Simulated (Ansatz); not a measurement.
VCl₃. Charge 0, multiplicity 1. Geometry r2SCAN-D4/def2-SVP.

Cartesian coordinates in Å:
```
V 0.001 -0.001 0.002
Cl 0.458 -1.210 1.687
Cl -1.504 1.489 0.136
Cl 1.045 -0.278 -1.824
```

B3LYP takes the VWN-RPA correlation. HSE06 is defined as in plane-wave codes, on full-range PBE exchange. The restricted singlet is unstable towards broken spin symmetry at other levels; at HF/def2-TZVP, LDA (SPW92)/def2-TZVP, B3LYP-D4/def2-TZVP, HSE06-D4/def2-TZVP and others this wasn't settled. At LDA (SPW92)/def2-TZVP an occupied level lies above an empty one. At PBE0-D4/def2-TZVP a triplet of charge 0 lies 1.04 eV below the restricted singlet, each at its own geometry.

(1) Estimate the orbital energies around the gap (eV) in Ansatz with HF/def2-TZVP, LDA (SPW92)/def2-TZVP, B3LYP-D4/def2-TZVP, HSE06-D4/def2-TZVP, BHLYP-D4/def2-TZVP.

Answers

(1) 
```tsv
orbital	HF/def2-TZVP	LDA (SPW92)/def2-TZVP	B3LYP-D4/def2-TZVP	HSE06-D4/def2-TZVP	BHLYP-D4/def2-TZVP
HOMO−13	-58.80	-43.02	-46.47	-46.91	-51.38
HOMO−12	-30.12	-20.99	-22.88	-23.00	-25.81
HOMO−11	-29.74	-20.75	-22.62	-22.73	-25.50
HOMO−10	-29.74	-20.74	-22.62	-22.73	-25.50
HOMO−9	-16.39	-10.48	-11.47	-11.42	-13.31
HOMO−8	-14.74	-10.16	-11.10	-11.01	-12.68
HOMO−7	-14.73	-10.16	-11.09	-11.00	-12.67
HOMO−6	-13.77	-9.29	-10.15	-10.05	-11.69
HOMO−5	-13.76	-9.28	-10.15	-10.05	-11.68
HOMO−4	-13.50	-9.20	-10.01	-9.90	-11.49
HOMO−3	-13.47	-9.20	-10.01	-9.90	-11.48
HOMO−2	-13.47	-9.04	-9.90	-9.79	-11.42
HOMO−1	-13.29	-8.58	-9.38	-9.27	-10.79
HOMO	-12.71	-4.92	-6.79	-6.70	-9.53
LUMO	1.14	-4.98	-3.61	-3.75	-2.21
LUMO+1	1.14	-4.97	-3.60	-3.74	-2.20
LUMO+2	1.93	-4.54	-3.60	-3.73	-1.79
LUMO+3	1.93	-4.53	-3.60	-3.73	-1.79
LUMO+4	1.95	-0.62	-0.13	-0.22	0.54
LUMO+5	4.41	0.44	1.28	1.08	2.27
```
